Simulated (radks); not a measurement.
Species: Hg XXIV. Configuration: [Kr] 4d10 4f11. Method: scalar-relativistic Kohn-Sham, r2SCAN, spin-polarised, spherical densities, finite nucleus; open shells are filled with parallel spins first (spin-orbit coupling, left out, can overturn this in heavy ions); meta-GGA in the generalised Kohn-Sham scheme; Fermi nuclear charge, rms radius 5.4648 fm; computed with a radial shooting solver on a logarithmic mesh with Libxc functionals.

Normalised radial functions P(r) = r R(r), r in bohr:

| r | 4p up | 4d up |
|---|---|---|
| 0.001054 | 0.0068 | 0.0000 |
| 0.001373 | 0.0106 | 0.0001 |
| 0.001787 | 0.0163 | 0.0001 |
| 0.002309 | 0.0248 | 0.0003 |
| 0.003006 | 0.0381 | 0.0006 |
| 0.003914 | 0.0583 | 0.0011 |
| 0.005097 | 0.0886 | 0.0023 |
| 0.006584 | 0.1315 | 0.0045 |
| 0.008573 | 0.1944 | 0.0090 |
| 0.01116 | 0.2809 | 0.0178 |
| 0.01442 | 0.3891 | 0.0340 |
| 0.01878 | 0.5205 | 0.0649 |
| 0.02445 | 0.6525 | 0.1203 |
| 0.03158 | 0.7404 | 0.2104 |
| 0.04113 | 0.7230 | 0.3549 |
| 0.05355 | 0.5164 | 0.5571 |
| 0.06973 | 0.0783 | 0.7932 |
| 0.09007 | -0.4953 | 0.9814 |
| 0.1173 | -0.9872 | 0.9965 |
| 0.1527 | -1.0031 | 0.6730 |
| 0.1973 | -0.3494 | -0.0121 |
| 0.2569 | 0.7729 | -0.9100 |
| 0.3345 | 1.6640 | -1.5858 |
| 0.4321 | 1.7665 | -1.6855 |
| 0.5626 | 1.1955 | -1.2450 |
| 0.7326 | 0.5161 | -0.6298 |
| 0.954 | 0.1321 | -0.2032 |
| 1.232 | 0.0190 | -0.0395 |
| 1.605 | 0.0011 | -0.0036 |
| 2.089 | 0.0000 | -0.0001 |

4p up: eigenvalue -1190.3 eV, 2 radial nodes at r = 0.0724, 0.215 bohr, <r> = 0.416 bohr, 90 % of the charge inside 0.599 bohr. 4d up: eigenvalue -954.48 eV, 1 radial node at r = 0.197 bohr, <r> = 0.431 bohr, 90 % of the charge inside 0.636 bohr.
